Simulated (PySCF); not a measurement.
# Working out the ionisation energy of Yb

Yb [Xe] 4f14 6s2 (1S) → Yb⁺ [Xe] 4f14 6s1 (2S). Calculation: PySCF 2.14, in cc-pVDZ-X2C; scalar relativity by spin-free X2C-1e. Frozen: [Ar] 3d10. Energies in hartree (1 hartree = 27.21139 eV):

```csv
part,Yb (lower),Yb⁺ (upper)
UHF,-14054.449894,-14054.261006
CCSD correlation,-1.197252,-1.163075
(T),-0.040902,-0.037202
```

What does Hartree-Fock give?

(-14054.261006) − (-14054.449894) = 0.188888 hartree = 5.140 eV.

What do CCSD and CCSD(T) give?

The CCSD correlation energies differ by 0.034177 hartree = 0.930 eV and the triples by 0.003700 hartree = 0.101 eV, so CCSD gives 6.070 eV and CCSD(T) 6.171 eV.

Measured between the centres of the two terms (NIST): 6.254 eV, so CCSD(T) (valence and next inner shell) is off by -0.083 eV.

A double-zeta basis recovers only part of the correlation energy.

What remains against the reference includes basis incompleteness, the frozen core and higher excitations.
